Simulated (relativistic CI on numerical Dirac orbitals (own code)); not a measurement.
## Line list: Electric-dipole lines, Ru IX

Method of calculation: Dirac-Coulomb-Breit CI, orbitals from a KLI potential per configuration, QED by a radiative potential, valence Slater integrals scaled by 0.9, P86 correlation estimate, and configurations built on the next ion tied to the tabulated ionisation energy (semi-empirical) (own radial code, finite nucleus).

Configurations in the expansion (outside the closed core [Ar] 3d10): 4s2 4p6, 4s2 4p5 4d, 4s2 4p5 5s, 4s2 4p5 5p, 4s2 4p5 5d, 4s2 4p5 6s, 4s2 4p5 4f, 4s2 4p5 5f, 4s2 4p4 4d2, 4s 4p6 4d, 4p6 4d2, 4s 4p6 4f, 4s2 4p4 4f2, 4s2 4p4 4d 5s, 4s 4p5 4d2, 4s2 4p4 4d 5p, 4s2 4p4 4d 4f, 4s 4p6 5s, 4p6 4f2, 4s2 4p4 5s2, 4s 4p5 4d 5s, 4s 4p6 5p, 4s2 4p5 6p, 4s2 4p4 5s 5p. Levels of other configurations are missing.

```csv
λ vac (Å),Lower,Upper,A (s⁻¹),gf,Branching (%)
149.15,4s2 4p5 4d 3F°_4 [5],4s2 4p5 5f 3G_5 [186],2.34e+10,8.59e-01,60.9
149.22,4s2 4p5 4d 3F°_3 [6],4s2 4p5 5f 3G_4 [188],2.11e+10,6.34e-01,52.9
153.33,4s2 4p6 1S_0 [1],4s2 4p5 5s 1P°_1 [15],3.47e+10,3.67e-01,100.0
171.09,4s2 4p5 4d 1P°_1 [13],4s2 4p5 5f 1D_2 [246],1.83e+11,4.02e+00,91.6
180.03,4s2 4p5 4d 1P°_1 [13],4s2 4p5 5f 3F_2 [206],9.00e+10,2.19e+00,62.6
199.58,4s2 4p6 1S_0 [1],4s2 4p5 4d 1P°_1 [13],3.11e+11,5.57e+00,100.0
253.25,4s2 4p5 4d 3F°_4 [5],4s2 4p5 4f 3G_5 [36],5.58e+09,5.90e-01,100.0
261.89,4s2 4p5 4d 3F°_4 [5],4s2 4p5 5p 3D_3 [24],2.18e+10,1.57e+00,72.4
262.13,4s2 4p5 4d 3P°_1 [3],4s2 4p5 5p 3S_1 [22],1.17e+10,3.62e-01,40.5
267.89,4s2 4p5 4d 3F°_3 [6],4s2 4p5 5p 3D_2 [23],1.80e+10,9.66e-01,63.1
270.00,4s2 4p5 4d 3D°_3 [8],4s2 4p5 5p 3P_2 [32],1.82e+10,9.95e-01,59.5
436.18,4s2 4p5 5p 3D_3 [24],4s2 4p5 6s 3P°_2 [167],1.03e+10,1.47e+00,48.2
646.64,4s2 4p5 5p 3S_1 [22],4s2 4p5 5d 3P°_2 [126],3.91e+09,1.23e+00,34.5
662.75,4s2 4p5 5p 3S_1 [22],4s2 4p5 5d 3P°_1 [123],7.48e+09,1.48e+00,63.7
667.37,4s2 4p5 5d 3F°_3 [124],4s2 4p5 5f 3G_4 [188],1.39e+10,8.35e+00,34.8
667.54,4s2 4p5 5d 3P°_2 [126],4s2 4p5 5f 3D_3 [189],1.09e+10,5.08e+00,28.1
669.34,4s2 4p5 5d 3F°_2 [147],4s2 4p5 5f 3G_3 [227],1.33e+10,6.23e+00,35.6
672.49,4s2 4p5 5d 1D°_2 [130],4s2 4p5 5f 1F_3 [191],1.22e+10,5.79e+00,31.9
673.30,4s2 4p5 5d 3F°_3 [150],4s2 4p5 5f 3G_4 [230],1.30e+10,7.98e+00,34.0
675.39,4s2 4p5 5d 3D°_3 [131],4s2 4p5 5f 3F_4 [193],1.27e+10,7.82e+00,29.2
675.85,4s2 4p5 5d 3F°_4 [125],4s2 4p5 5f 3G_5 [186],1.50e+10,1.13e+01,39.1
676.22,4s2 4p5 5d 3D°_2 [149],4s2 4p5 5f 3D_3 [228],1.26e+10,6.05e+00,36.0
677.10,4s2 4p5 5p 3D_1 [48],4s2 4p5 5d 3F°_2 [147],7.87e+09,2.70e+00,66.2
680.19,4s2 4p5 5p 3D_2 [23],4s2 4p5 5d 3F°_3 [124],8.71e+09,4.23e+00,74.1
705.33,4s2 4p5 5p 1P_1 [27],4s2 4p5 5d 1D°_2 [130],5.05e+09,1.88e+00,43.6
711.00,4s2 4p5 5p 3D_3 [24],4s2 4p5 5d 3F°_4 [125],9.15e+09,6.24e+00,82.5
717.36,4s2 4p5 5p 3P_1 [56],4s2 4p5 5d 3D°_2 [149],6.84e+09,2.64e+00,62.0
719.91,4s2 4p5 5p 3P_2 [32],4s2 4p5 5d 3D°_3 [131],6.84e+09,3.72e+00,62.2
910.32,4s2 4p5 5s 3P°_2 [14],4s2 4p5 5p 3P_2 [32],1.55e+09,9.65e-01,5.1
972.81,4s2 4p5 5s 3P°_2 [14],4s2 4p5 5p 3D_3 [24],2.20e+09,2.18e+00,7.3
```

Terms are leading LS components. Brackets give the number of a level in order of energy, since labels repeat. The list gives strong lines, with weight on those to low levels, without configurations that were not tied to measured data, without lines whose two gauges differ by over a factor of 2.5, among the lowest 300 of 1070 levels, so that lines to higher ones, which can be the strongest, are missing. Levels whose partners in the same complex of configurations lie outside the list can be far off, and so can their lines. Rates are taken at the computed energies, electric ones in the length gauge.

Configurations that consist of the next ion and one excited electron were tied to the tabulated ionisation energy; Rydberg ones are usually within 1,000 to 3,000 cm⁻¹ and the lowest ones within about 6,000 (9,000 in d shells), while levels on excited terms of the next ion carry the error of that term, and the other configurations can be misplaced by 10,000 cm⁻¹ or more. Rates follow the energies as ν³ (E1, M1) or ν⁵ (E2), so rates, branching and lifetimes can be off by large factors.

Task: From the table, what is the radiative lifetime of 4s2 4p5 5f 3G_5?

Result: The listed rates from this level add up to about 3.85e+10 s⁻¹, 100 % of its decay; with all channels τ = 2.60e-11 s.

LS names give the leading component of a level, which can be under half, so a name can repeat, a term be missing and a line seem to break the LS rules.
